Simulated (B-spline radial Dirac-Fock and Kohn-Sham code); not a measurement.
# Sb⁴⁺ 3d5/2: cross section and angular parameters

System: Sb⁴⁺ in the configuration 1s2 2s2 2p6 3s2 3p6 3d10 4s2 4p6 4d10 5s1; threshold 582.8 eV (orbital energy of the model). Level of theory: Dirac-Hartree-Slater photoionisation with a Latter tail; cross sections with all multipoles, angular parameters from the dipole term and its interference with E2; a radial finite-basis atomic code.

For linearly polarised light dσ/dΩ = σ/(4π) [1 + β P₂(cos θ) + (δ + γ cos²θ) sin θ cos φ], with θ from the polarisation vector and φ the angle between the beam and the projection of the electron momentum on the plane normal to the polarisation.

| hν (eV) | σ (kb) | β | γ | δ |
| --- | --- | --- | --- | --- |
| 795 | 1110 | 0.769 | -0.082 | 0.010 |
| 800 | 1090 | 0.778 | -0.081 | 0.011 |
| 911 | 811 | 0.941 | -0.064 | 0.020 |
| 982 | 675 | 1.011 | -0.043 | 0.025 |
| 983 | 673 | 1.012 | -0.043 | 0.025 |
| 1000 | 645 | 1.026 | -0.038 | 0.026 |
| 1290 | 332 | 1.167 | 0.074 | 0.041 |
| 2000 | 93.7 | 1.221 | 0.355 | 0.067 |
| 2230 | 67.2 | 1.211 | 0.434 | 0.074 |
| 2550 | 44.3 | 1.189 | 0.535 | 0.085 |
| 2984.4 | 26.7 | 1.154 | 0.656 | 0.099 |
| 3060 | 24.6 | 1.147 | 0.676 | 0.101 |
| 4960 | ? | ? | ? | ? |
| 5414.7 | 3.52 | 0.956 | 1.109 | 0.180 |
| 6410 | 1.92 | 0.891 | 1.231 | 0.214 |
| 6560 | 1.76 | 0.882 | 1.247 | 0.218 |
| 10000 | 0.365 | 0.719 | 1.523 | 0.328 |
| 11000 | 0.253 | 0.682 | 1.579 | 0.359 |
| 12000 | 0.180 | 0.650 | 1.628 | 0.389 |
| 13600 | 0.110 | 0.603 | 1.693 | 0.435 |
| 15000 | 0.0745 | 0.568 | 1.739 | 0.474 |

Q: Give the values at 4960 eV.

A: σ = 4.80 kb, β = 0.989, γ = 1.044, δ = 0.165.

Values without a named source are computed, but for edge energies of neutral atoms, which are taken from tables.
